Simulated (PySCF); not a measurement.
H8N3Si3, SMILES N1[SiH2]N[SiH2]N[SiH]1 (connectivity only; charge and spin as stated), charge +1, multiplicity 1.

Coordinates come from a ωB97X-D3(BJ)/def2-SVP optimisation. The spin state was assumed, not searched. The isomer is the one that the SMILES or the coordinates give; other isomers of the formula were not compared.

All values below come from ωB97X/def2-TZVP in PySCF.

Symmetry labels are those of the subgroup Cs that the program uses (full group Cs).

**Question.** List the valence orbital energies around the gap with their symmetry. (Estimate from the structure and the level; the computed values follow.)

**Answer.** 
```csv
orbital,symmetry,energy (eV)
HOMO−7,A",-18.83
HOMO−6,A',-18.08
HOMO−5,A',-17.43
HOMO−4,A",-17.33
HOMO−3,A",-16.60
HOMO−2,A',-15.91
HOMO−1,A",-15.04
HOMO,A',-14.55
LUMO,A',-3.82
LUMO+1,A',-2.51
LUMO+2,A",-1.94
LUMO+3,A',-1.80
```
